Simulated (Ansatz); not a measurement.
Input file for Ansatz (a first-principles code): U-wB97X-V/def2-TZVPP on CdFH (SMILES [F][CdH]), a point of a bond scan (R = 2.861 Å). Elements past Kr take the def2 small-core potentials; no spin–orbit coupling.

Ansatz 0.2 input:
```yaml
crystal:
  periodic: [false, false, false]
  atoms:
    - {symbol: Cd, position_ang: [-0.00000000, -0.00000000, -0.27480080]}
    - {symbol: H, position_ang: [0.00000000, 0.00000000, -3.13622351]}
    - {symbol: F, position_ang: [0.00000000, 0.00000000, 1.67781534]}
basis:
  gaussian:
    orbitals: def2-TZVPP
hamiltonian:
  xc: {name: wB97X-V}
magnetization: {spin_polarized: true, initial_magnetization: 0}
```

The head of its log:

```
WARN ansatz: RAYON_NUM_THREADS=1 ignored (pool sized by the plan → 1); use --threads N
Functional definition: wB97X-V
integrals: 0.03 GiB planned
602 factors; their error is unknown
integrals: 0.07 GiB planned
108 factors; integrals over basis functions are off by at most 4.9e-5 eV
mean field: 0.45 GiB planned
mean field evaluation 1: about -7291.6453 eV, gradient 3.0e1 eV
mean field evaluation 2: about -7285.8185 eV, gradient 5.6e1 eV
```

Problem. What total energy does the run end on?

Solution. -268.0943 hartree. Its determinant has ⟨S²⟩ = 0.51, a mixture of spin states.
